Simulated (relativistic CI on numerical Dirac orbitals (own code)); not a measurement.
# Hyperfine structure of Ba19+, mass number 135

Method of calculation: Dirac-Coulomb-Breit CI, orbitals from a KLI potential per configuration, a model potential for QED, unscaled Slater integrals (own radial code, finite nucleus).

CI space (outside the closed core [Ar] 3d10): 4s²4p⁶4d, 4s²4p⁵4d², 4s²4p⁶4f, 4s4p⁶4d², 4s²4p⁵4d4f, 4s²4p⁶5s, 4s4p⁶4d4f, 4s²4p⁶5p, 4s²4p⁶5d, 4s²4p⁵4d5s, 4p⁶4d³, 4p⁵4d⁴, 4p⁵4d³4f. Double excitations out of closed p, d and f shells are left out; levels of such configurations are missing from the list, as are those of other unlisted configurations, and high levels can miss mixing partners. These lack a partner that the ground configuration has and come out too high: 4s²4p⁵4d5s.

Nuclear spin I = 3/2, μ = 0.8381 μN, Q = 0.153 b (tables of Stone and Pyykkö). The electronic factors are computed for point nuclear moments, without core polarisation or the Bohr-Weisskopf and QED corrections.

```csv
Level,E (cm⁻¹),A (MHz),B (MHz)
4s²4p⁶4d ²D3/2,0,3925,695
4s²4p⁶4d ²D5/2,29041,1645,908
4s²4p⁵4d² ⁴D°1/2,697911,1178,
4s²4p⁵4d² ⁴D°3/2,702418,4046,1410
4s²4p⁵4d² ⁴D°5/2,715499,3806,771
4s²4p⁵4d² ⁴D°7/2,737526,3746,-1910
4s²4p⁵4d² ⁴G°9/2,740535,4416,-4190
4s²4p⁵4d² ⁴G°11/2,749501,3853,-4050
```

Levels with J = 0, under 50 % of one LS term, or S terms without an open s electron are left out. Small factors come from cancelling terms and can be off by tens of per cent or more.

At this charge energies of transitions that change n are usually good to better than 1 %, and those within a shell (Δn = 0) to a few per cent.

Q: Give the hyperfine levels of 4s²4p⁶4d ²D3/2 relative to its centre of gravity.

A: With K = F(F + 1) − I(I + 1) − J(J + 1), E = AK/2 + B[¾K(K + 1) − I(I + 1)J(J + 1)]/[2I(2I − 1)J(2J − 1)]: F = 0: -13850, F = 1: -10620, F = 2: -3465, F = 3: 9005 MHz.

LS names give the leading component of a level, which can be under half, so a name can repeat, a term be missing and a line seem to break the LS rules.
